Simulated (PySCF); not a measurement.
**Spin-Hamiltonian simulation**

Molecule: 1,2,3,5-tetrafluorobenzene (F-1,3), C$_{6}$H$_{2}$F$_{4}$.

Geometry (Å), atoms numbered from 1 in this order:
```xyz
12

F    -2.2741    1.4690    0.2694
C    -1.1667    0.7501    0.1360
C    -0.0246    1.3634   -0.3641
C     1.1261    0.5970   -0.4974
F     2.2355    1.1418   -0.9689
C     1.1464   -0.7513   -0.1425
F     2.2492   -1.4684   -0.2766
C    -0.0211   -1.3275    0.3580
F     0.0033   -2.6052    0.6991
C    -1.1890   -0.5902    0.5026
H    -0.0228    2.4163   -0.6455
H    -2.0932   -1.0564    0.8935
```

Calculated, not measured (PySCF 2.14): structure optimised with PBE0-D3(BJ)/def2-SVP, J: B3LYP/pcJ-1 (spin–dipole term only in couplings to heteroatoms), shieldings: GIAO PBE0/pcSseg-1. Single conformer, equivalent nuclei averaged, no relativistic terms, in vacuum.

Shifts are taken against calculated references (same method and geometry level): TMS for 1H (31.27 ppm).

Shifts (ppm): F1 -112.3, F5/F9 -132.6, F7 -175.3, H11/H12 6.76.
Couplings (Hz): F1–F5, F1–F9: -2.0; F1–F7: 19.7; F1–H11, F1–H12: 8.8; F5–F7, F7–F9: -12.7; F5–F9: 7.8; F5–H11, F9–H12: 11.0; F5–H12, F9–H11: -2.5; F7–H11, F7–H12: 5.5; H11–H12: 3.0.

The 6-spin Hamiltonian (Zeeman plus full scalar coupling among like nuclei) was diagonalised exactly; lines are Lorentzian, 0.4 Hz wide, and the maxima above 3 % are listed with the tallest set to 100.

Task: Give the 1H peak list of this spin system at 60 MHz.

Result: 
δ in ppm (height): 7.112 (6), 7.038 (11), 7.022 (6), 6.958 (31), 6.950 (71), 6.933 (29), 6.892 (12), 6.866 (32), 6.858 (66), 6.842 (30), 6.825 (33), 6.808 (96), 6.803 (100), 6.787 (32), 6.733 (31), 6.717 (100), 6.712 (96), 6.695 (32), 6.678 (30), 6.662 (66), 6.653 (31), 6.628 (12), 6.587 (28), 6.570 (70), 6.562 (31), 6.499 (6), 6.481 (11), 6.407 (6)

Task: And at 500 MHz?

Result: 
δ in ppm (height): 6.802 (6), 6.793 (11), 6.791 (7), 6.784 (31), 6.783 (71), 6.781 (29), 6.776 (12), 6.773 (31), 6.772 (66), 6.770 (31), 6.768 (33), 6.766 (96), 6.765 (100), 6.763 (32), 6.757 (32), 6.755 (100), 6.754 (96), 6.752 (33), 6.750 (31), 6.748 (66), 6.747 (31), 6.744 (12), 6.739 (29), 6.737 (71), 6.736 (31), 6.729 (7), 6.727 (11), 6.718 (6)
